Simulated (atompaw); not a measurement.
**As: PAW (atompaw) pseudisation with PBEsol, scalar-relativistic reference atom.**

atompaw 4.2.0.5 input, output lines left out:

```
As 33
GGA-PBESOL scalarrelativistic loggrid 1500 logderivrange -13 5 451
4 4 3 0 0 0
4 1 1
0 0 0
c
c
c
v
c
v
v
v
2
1.65 1.20 1.35 0.95
y
-0.2
n
n
y
-2.4
n
custom rrkj gramschmidtortho sinc
bessel
1.65
1.65
0.65
1.30
1.30
1.30
```

(1) Estimate the cutoffs (Ry, on a coarse ladder) from which the occupation-weighted sum of valence levels, in a spherical-Bessel basis at the reference potential, stays within 10 and 1 mRy of its value at 400 Ry.

(2) Does the potential have ghost states?

(3) Is the overlap operator S = 1 + Σ q|β⟩⟨β| positive definite (Bessel basis up to 400 Ry)?

(4) Which valence shell sets the plane-wave cutoff?

Answers

(1) 200 Ry and over 300 Ry.

(2) No extra level below or beside the all-electron valence levels (s, p, d, f tested).

(3) Yes: its lowest eigenvalue is 0.16 (d channel).

(4) 3p: its level needs 230 Ry to come within 1 mRy, against 70 Ry for 3d.
